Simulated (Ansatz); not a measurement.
`C[Si](C)(C)OBF` → `COBF` + `C[Si]C`  (silylene formation by 1,1-elimination)

Program: Ansatz. Geometries: PBE0-D4/def2-TZVP. ΔE: electronic, gas phase. CCSD(T)/CBS is the MP2 limit (def2-TZVPP, def2-QZVPP) plus CCSD(T) − MP2 in def2-TZVPP, frozen cores. DFT in def2-TZVPP. One conformer a species, not always the lowest.

```csv
species,B97M-V energy (Eh)
`C[Si](C)(C)OBF`,-609.97895
`COBF`,-240.57759
`C[Si]C`,-369.23385
```

Question: Work out ΔE.

Answer: ΔE = (-240.57759) + (-369.23385) − (-609.97895) = 0.16751 Eh = +439.8 kJ/mol. CCSD(T)/CBS gives +439.7 kJ/mol.

Largest T1 diagnostic among the species: 0.013.

At CCSD(T), def2-SVP lies −37.8 kJ/mol from the extrapolated value and def2-TZVPP −8.0 kJ/mol. From PBE to PBE0 (25 % exact exchange), in def2-TZVPP and without D4, ΔE moves by +19.8 kJ/mol.
